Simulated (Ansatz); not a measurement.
Computed with Ansatz on PBE0-D4/def2-TZVP structures; ΔE is electronic, products minus reactants. CCSD(T)/CBS is the MP2 limit (def2-TZVPP, def2-QZVPP) plus CCSD(T) − MP2 in def2-TZVPP, frozen cores. This one scheme is used for every species, atoms too. No spin–orbit coupling; open shells (•) take unrestricted orbitals. Spin–orbit coupling would lower the free atoms: a little for C, O. Elements past krypton have def2 core potentials. For Sb outer-core shells are correlated without core-valence functions, so the limit isn't a true one: a few kJ/mol of doubt a bond, and 10 to 20 or more in all where bonds break to atoms.

Reaction (atomization): `C#C[O][SbH2]` → 2 C• + 3 H• + O• + Sb•

`C#C[O][SbH2]`:

```xyz
7

C     0.206   -1.015   -1.537
C     0.664   -0.567   -0.519
O     1.170   -0.098    0.563
Sb    0.042    1.062    1.769
H    -0.179   -1.420   -2.440
H    -0.579    2.005    0.481
H    -1.323    0.032    1.683
```

```
       species  CCSD(T)/CBS(def2) energy (Eh)
`C#C[O][SbH2]`                     -392.99526
            C•                      -37.79194
            H•                       -0.50000
            O•                      -75.00631
           Sb•                     -239.97063
```

**Question.** Work out ΔE.

**Answer.** ΔE = 3 × (-0.50000) + 2 × (-37.79194) + (-75.00631) + (-239.97063) − (-392.99526) = 0.93444 Eh = +586.4 kcal/mol.

Largest T1 diagnostic among the species: 0.015.

Leaving LDA and LC-ωPBE aside and taking each functional with its dispersion term where it has one, the values, not all of them listed here, spread over 53.1 kcal/mol, from BHLYP-D4 to PBE-D4. LDA lies +93.0 kcal/mol from PBE without D4, its usual overbinding. At CCSD(T), def2-SVP lies −46.2 kcal/mol from the extrapolated value and def2-TZVPP −21.0 kcal/mol: correlation converges slowly with the basis, and small sets miss more of it in the bonded molecule than in its fragments.

For atomizations the MP2-based limit and the directly extrapolated one differ by several kJ/mol either way, and by 10 to 25 for some Ge, Se and Sn compounds, so smaller differences from it don't rank the levels.
